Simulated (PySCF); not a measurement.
Cl3Se, charge +1, singlet, geometry from GFN2-xTB. Base run: DF-M06L/aug-cc-pVDZ (PySCF).

PySCF was given this input:
```python
from pyscf import gto, scf, dft

mol = gto.M(
    atom='''
Se   -0.171048    0.207352    0.487115
Cl   -1.497105   -1.145492   -0.461723
Cl    0.200067    1.623498   -1.044456
Cl    1.639134   -0.892711    0.531949
''',
    basis='aug-cc-pvdz',
    charge=1,
    spin=0,
    verbose=5,
)

mf = dft.RKS(mol)
mf.xc = 'm06l'
mf = mf.density_fit(auxbasis='def2-universal-jkfit')
mf.kernel()
```

Each row names what was changed in the base input (with any setting that the change needs).

```
change                                     ΔE vs base (mEh)  grid points  electrons on the grid        outcome
-----------------------------------------  ----------------  -----------  ---------------------  -------------
base                                                  0.000        77064               84.00000      converged
grids.atom_grid = (75, 302)                          -0.007        54024               83.99999      converged
grids.level = 4                                      -0.028       116256               84.00000      converged
grids.atom_grid = (30, 110)                         -50.945         9720               83.99918      converged
grids.prune = off                                     0.004       143224               84.00000      converged
grids.prune = dft.gen_grid.sg1_prune                      -            -                      -  input refused
grids.prune = dft.gen_grid.treutler_prune             0.004        75976               84.00000      converged
grids.level = 7                                      -0.010       342688               84.00000      converged
grids.becke_scheme = stratmann                        0.003        77064               84.00000      converged
grids.radi_method = gauss_chebyshev                   0.065        76216               84.00000      converged
grids.level = 0                                      -171.1         7320               84.00030      converged
```

- grids.prune = dft.gen_grid.sg1_prune: ended with `IndexError: index 34 is out of bounds for axis 0 with size 19`
